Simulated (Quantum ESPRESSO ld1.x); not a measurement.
The numbers below are computed, except where a source is named.
All-electron atom: Au9+ in [Xe] 4f14 5d2 (the NIST ground configuration). Level of theory: Dirac Kohn-Sham, PBE, spin-unpolarised, spherical densities, point nucleus; open shells fill j = l - 1/2 first (ld1.x of Quantum ESPRESSO 7.5).

Spin-orbit splittings of the eigenvalues, e(l+1/2) - e(l-1/2), with zeta = 2 splitting/(2l+1) and mean radii in bohr:

[
 {"shell": "2p", "occ.": "6", "splitting (eV)": "1836", "zeta (eV)": "1224", "<r> j=l-1/2": "0.05798", "<r> j=l+1/2": "0.06653"},
 {"shell": "3p", "occ.": "6", "splitting (eV)": "405.3", "zeta (eV)": "270.2", "<r> j=l-1/2": "0.1735", "<r> j=l+1/2": "0.1892"},
 {"shell": "3d", "occ.": "10", "splitting (eV)": "87.11", "zeta (eV)": "34.84", "<r> j=l-1/2": "0.1648", "<r> j=l+1/2": "0.1696"},
 {"shell": "4p", "occ.": "6", "splitting (eV)": "97.30", "zeta (eV)": "64.87", "<r> j=l-1/2": "0.4091", "<r> j=l+1/2": "0.4430"},
 {"shell": "4d", "occ.": "10", "splitting (eV)": "18.15", "zeta (eV)": "7.258", "<r> j=l-1/2": "0.4512", "<r> j=l+1/2": "0.4622"},
 {"shell": "4f", "occ.": "14", "splitting (eV)": "3.864", "zeta (eV)": "1.104", "<r> j=l-1/2": "0.4898", "<r> j=l+1/2": "0.4963"},
 {"shell": "5p", "occ.": "6", "splitting (eV)": "18.88", "zeta (eV)": "12.59", "<r> j=l-1/2": "0.9546", "<r> j=l+1/2": "1.028"},
 {"shell": "5d", "occ.": "2", "splitting (eV)": "2.781", "zeta (eV)": "1.112", "<r> j=l-1/2": "1.194", "<r> j=l+1/2": "1.218"}
]
